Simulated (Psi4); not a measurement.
C2H6Mg, singlet, geometry from GFN2-xTB (such geometries of metal compounds can be far from the true shape); Psi4 with HF/6-31G*.

Here is a job for Psi4.
```
memory 2 GB

molecule mol {
0 1
Mg   -0.018199    0.669892    0.108341
C     1.435421   -0.143208   -1.211601
H     1.867308   -1.007684   -0.700534
H     2.253353    0.501908   -1.531633
H     0.928481   -0.511458   -2.106911
C    -1.415249   -0.594346    1.091739
H    -1.513737   -1.468458    0.442555
H    -2.412453   -0.188554    1.263506
H    -1.025595   -0.939138    2.052101
}

set {
  basis 6-31g*
  reference rhf
}

energy('scf')
print_variables()
```

The log (banner, timings and long lists left out):

```
   => Loading Basis Set <=

    Name: 6-31G*
    Role: ORBITAL
    Keyword: BASIS

         ---------------------------------------------------------
                                   SCF
               by Justin Turney, Rob Parrish, Andy Simmonett
                          and Daniel G. A. Smith
                              RHF Reference
         ---------------------------------------------------------

  ==> Geometry <==

    Molecular point group: c1
    Full point group: C1

    Geometry (in Angstrom), charge = 0, multiplicity = 1:

       Center              X                  Y                   Z               Mass
    ------------   -----------------  -----------------  -----------------  -----------------
         MG          -0.016416334790     0.603726001281     0.097703640614    23.985041697000
         C            1.437203665210    -0.209373998719    -1.222238359386    12.000000000000
         H            1.869090665210    -1.073849998719    -0.711171359386     1.007825032230
         H            2.255135665210     0.435742001281    -1.542270359386     1.007825032230
         H            0.930263665210    -0.577623998719    -2.117548359386     1.007825032230
         C           -1.413466334790    -0.660511998719     1.081101640614    12.000000000000
         H           -1.511954334790    -1.534623998719     0.431917640614     1.007825032230
         H           -2.410670334790    -0.254719998719     1.252868640614     1.007825032230
         H           -1.023812334790    -1.005303998719     2.041463640614     1.007825032230

  Running in c1 symmetry.

  Rotational constants: A =      0.78148  B =      0.14750  C =      0.13007 [cm^-1]
  Rotational constants: A =  23428.18686  B =   4421.94229  C =   3899.47986 [MHz]
  Nuclear repulsion =   80.043818700495436

  Charge       = 0
  Multiplicity = 1
  Electrons    = 30
  Nalpha       = 15
  Nbeta        = 15

  ==> Algorithm <==

  SCF Algorithm Type is DF.
  DIIS enabled.
  MOM disabled.
  Fractional occupation disabled.
  Guess Type is SAD.
  Energy threshold   = 1.00e-06
  Density threshold  = 1.00e-06
  Integral threshold = 1.00e-12

  ==> Primary Basis <==

  Basis Set: 6-31G*
    Blend: 6-31G*
    Number of shells: 32
    Number of basis functions: 61
    Number of Cartesian functions: 61
    Spherical Harmonics?: false
    Max angular momentum: 2

   => Loading Basis Set <=

    Name: (6-31G* AUX)
    Role: JKFIT
    Keyword: DF_BASIS_SCF

  ==> Integral Setup <==

  SCF_SUBTYPE=INCORE selected. In-core MEM_DF algorithm will be used.
  Using in-core AOs.

  ==> MemDFJK: Density-Fitted J/K Matrices <==

    J tasked:                   Yes
    K tasked:                   Yes
    wK tasked:                   No
    Algorithm:                 Core
    Schwarz Cutoff:           1E-12
    Mask sparsity (%):       1.1287
    Fitting Condition:        1E-10

   => Auxiliary Basis Set <=

  Basis Set: (6-31G* AUX)
    Blend: CC-PVDZ-JKFIT + DEF2-UNIVERSAL-JKFIT
    Number of shells: 136
    Number of basis functions: 449
    Number of Cartesian functions: 449
    Spherical Harmonics?: false
    Max angular momentum: 4

  Minimum eigenvalue in the overlap matrix is 1.2064103900E-02.
  Reciprocal condition number of the overlap matrix is 1.8574018797E-03.
    Using symmetric orthogonalization.

  ==> Pre-Iterations <==

  SCF Guess: Superposition of Atomic Densities via on-the-fly atomic UHF (no occupation information).

   -------------------------
    Irrep   Nso     Nmo
   -------------------------
     A         61      61
   -------------------------
    Total      61      61
   -------------------------

  ==> Iterations <==

                           Total Energy        Delta E     RMS |[F,P]|

   @DF-RHF iter SAD:  -277.63552287310699   -2.77636e+02   0.00000e+00
   @DF-RHF iter   1:  -278.58850078561562   -9.52978e-01   8.93221e-03 ADIIS/DIIS
   @DF-RHF iter   2:  -278.73219526554959   -1.43694e-01   4.51135e-03 ADIIS/DIIS
   @DF-RHF iter   3:  -278.77018782125373   -3.79926e-02   4.93589e-04 ADIIS/DIIS
   @DF-RHF iter   4:  -278.77155279059627   -1.36497e-03   1.07332e-04 ADIIS/DIIS
   @DF-RHF iter   5:  -278.77161277343981   -5.99828e-05   2.29025e-05 DIIS
   @DF-RHF iter   6:  -278.77161670522469   -3.93178e-06   5.16223e-06 DIIS
   @DF-RHF iter   7:  -278.77161694350559   -2.38281e-07   7.91112e-07 DIIS
  Energy and wave function converged.

  ==> Post-Iterations <==

    Orbital Energies [Eh]
    ---------------------

    Doubly Occupied:

       1A    -48.990469     2A    -11.159367     3A    -11.159264
       4A     -3.742650     5A     -2.262496     6A     -2.261405
       7A     -2.258542     8A     -0.870846     9A     -0.866241
      10A     -0.504667    11A     -0.501944    12A     -0.498181
      13A     -0.496388    14A     -0.372535    15A     -0.313748

    Virtual:

      16A      0.020169    17A      0.069427    18A      0.117615
      19A      0.133560    20A      0.219006    21A      0.266897
      22A      0.326373    23A      0.332273    24A      0.336022
      25A      0.354899    26A      0.376190    27A      0.394987
      28A      0.420840    29A      0.438650    30A      0.467173
      31A      0.490245    32A      0.492707    33A      0.620194
      34A      0.673775    35A      0.876163    36A      0.884456
      37A      0.907174    38A      0.913699    39A      0.974698
      40A      0.990601    41A      1.067281    42A      1.215870
      43A      1.221587    44A      1.230340    45A      1.232817
      46A      1.326907    47A      1.352038    48A      1.525079
      49A      1.607248    50A      2.054999    51A      2.062479
      52A      2.084695    53A      2.125658    54A      2.362994
      55A      2.420197    56A      2.652298    57A      2.654453
      58A      2.662076    59A      2.675408    60A      4.681385
      61A      4.703998

    Final Occupation by Irrep:
              A
    DOCC [    15 ]
    NA   [    15 ]
    NB   [    15 ]

  @DF-RHF Final Energy:  -278.77161694350559

   => Energetics <=

    Nuclear Repulsion Energy =             80.0438187004954358
    One-Electron Energy =                -545.1133209940709321
    Two-Electron Energy =                 186.2978853500699472
    Total Energy =                       -278.7716169435055917

Computation Completed

Properties will be evaluated at   0.000000,   0.000000,   0.000000 [a0]

Properties computed using the SCF density matrix

 Multipole Moments:

 ------------------------------------------------------------------------------------
     Multipole            Electronic (a.u.)      Nuclear  (a.u.)        Total (a.u.)
 ------------------------------------------------------------------------------------

 L = 1.  Multiply by 2.5417464519 to convert [e a0] to [Debye]
 Dipole X            :         -0.1409676            0.1010644           -0.0399033
 Dipole Y            :          5.1839296           -3.7510761            1.4328535
 Dipole Z            :          0.8363587           -0.6030433            0.2333154
 Magnitude           :                                                    1.4522732

 ------------------------------------------------------------------------------------

  Variable Map:
  ----------------------------------------------------------------------------
  "CURRENT ENERGY"           =>    -278.771616943506
  "CURRENT REFERENCE ENERGY" =>    -278.771616943506
  "DD SOLVATION ENERGY"      =>       0.000000000000
  "HF KINETIC ENERGY"        =>     278.734522150222
  "HF POTENTIAL ENERGY"      =>    -557.506139093727
  "HF TOTAL ENERGY"          =>    -278.771616943506
  "HF VIRIAL RATIO"          =>       2.000133082881
  "NUCLEAR REPULSION ENERGY" =>      80.043818700495
  "ONE-ELECTRON ENERGY"      =>    -545.113320994071
  "PCM POLARIZATION ENERGY"  =>       0.000000000000
  "PE ENERGY"                =>       0.000000000000
  "SCF ITERATION ENERGY"     =>    -278.771616943506
  "SCF ITERATIONS"           =>       7.000000000000
  "SCF TOTAL ENERGY"         =>    -278.771616943506
  "TWO-ELECTRON ENERGY"      =>     186.297885350070

  Array Variable Map:
  ----------------------------------------------------------------------------
  "CURRENT DIPOLE"           =>      -0.039903284571 ... 0.233315365911 1 by 3
  "SCF DIPOLE"               =>      -0.039903284571 ... 0.233315365911 1 by 3
  "SCF TOTAL ENERGIES"       =>    -277.635522873107 ... -278.771616943506 1 by 8
```
